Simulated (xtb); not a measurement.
BaF2, triplet, at the geometry of the source list (GFN-xTB shapes and energies of metal compounds can be far from the true ones) (a higher spin typed on purpose: for a closed-shell molecule this is an excited state); GFN1-xTB run with xtb.

The xtb input:
```
$ xtb mol.xyz --gfn 1 --uhf 2 --grad --json

# file mol.xyz
3

Ba    -0.00000000    -0.00000000    -0.00000000
F     -0.26440000     1.57390000    -1.38310000
F      0.26440000    -1.57390000     1.38310000
```

The log (banner, timings and long lists left out):

```
   ID    Z sym.   atoms
    1   56 Ba     1
    2    9 F      2, 3

           -------------------------------------------------
          |                Calculation Setup                |
           -------------------------------------------------

           -------------------------------------------------
          |                 G F N 1 - x T B                 |
           -------------------------------------------------

          ...................................................
          :                      SETUP                      :
          :.................................................:
          :  # basis functions                  18          :
          :  # atomic orbitals                  17          :
          :  # shells                            7          :
          :  # electrons                        16          :
          :  # halogen bonds                     0          :
          :  max. iterations                   250          :
          :  Hamiltonian                  GFN1-xTB          :
          :  restarted?                      false          :
          :  GBSA solvation                  false          :
          :  PC potential                    false          :
          :  electronic temp.          300.0000000     K    :
          :  accuracy                    1.0000000          :
          :  -> integral cutoff          0.2500000E+02      :
          :  -> integral neglect         0.1000000E-07      :
          :  -> SCF convergence          0.1000000E-05 Eh   :
          :  -> wf. convergence          0.2000000E-04 e    :
          :  Broyden damping             0.4000000          :
          :  net charge                          0          :
          :  unpaired electrons                  2          :
          ...................................................

 iter      E             dE          RMSdq      gap      omega  full diag
   1     -9.0684196 -0.906842E+01  0.185E+01    0.00       0.0  T
   2    -10.7028255 -0.163441E+01  0.730E+00    3.38       1.0  T
   3    -10.7203836 -0.175581E-01  0.505E+00    3.08       1.0  T
   4    -10.6821616  0.382220E-01  0.398E+00    0.62       1.0  T
   5     -9.3315467  0.135061E+01  0.172E+01    0.00       1.0  T
   6    -17.5029379 -0.817139E+01  0.552E+01    0.00       1.0  T
   7    -10.6950252  0.680791E+01  0.797E+00    3.38       1.0  T
   8    -10.7177230 -0.226978E-01  0.474E+00    3.02       1.0  T
[...]
         :: total energy             -10.743638276743 Eh    ::
[...]
         4        1.9981           -0.4886804             -13.2977
         5        1.9276           -0.4851651             -13.2020
         6        1.7206           -0.4836427             -13.1606
         7        1.6779           -0.4834496             -13.1553
         8        1.6779           -0.4834496             -13.1553
         9        1.0000           -0.2573588              -7.0031 (HOMO)
        10                         -0.2136039              -5.8125 (LUMO)
        11                         -0.2136039              -5.8125
        12                         -0.2061080              -5.6085
        13                         -0.1346276              -3.6634
        14                         -0.1346276              -3.6634
        15                         -0.0847761              -2.3069
        16                         -0.0847761              -2.3069
        17                          0.1035671               2.8182
      -------------------------------------------------------------
                  HL-Gap            0.0437550 Eh            1.1906 eV
             Fermi-level           -0.3592704 Eh           -9.7762 eV

  Mulliken/CM5 charges         n(s)   n(p)   n(d)
     1Ba    0.68242  1.17063   0.942  0.017  0.358
     2F    -0.34121 -0.58532   1.939  5.402  0.000
     3F    -0.34121 -0.58531   1.939  5.402  0.000

Wiberg/Mayer (AO) data.
largest (>0.10) Wiberg bond orders for each atom

 ---------------------------------------------------------------------------
     #   Z sym  total        # sym  WBO       # sym  WBO       # sym  WBO
 ---------------------------------------------------------------------------
     1  56 Ba   0.601 --     2 F    0.301     3 F    0.301
     2   9 F    0.402 --     1 Ba   0.301     3 F    0.101
     3   9 F    0.402 --     1 Ba   0.301     2 F    0.101
 ---------------------------------------------------------------------------

Topologies differ in total number of bonds
Writing topology from bond orders to xtbtopo.mol

 dipole moment from electron density (au)
     X       Y       Z
   0.0000  -0.0000   0.0000  total (Debye):    0.000

           -------------------------------------------------
          | TOTAL ENERGY              -10.743638276743 Eh   |
          | GRADIENT NORM               0.022575240391 Eh/α |
          | HOMO-LUMO GAP               1.190633709190 eV   |
           -------------------------------------------------

normal termination of xtb
```
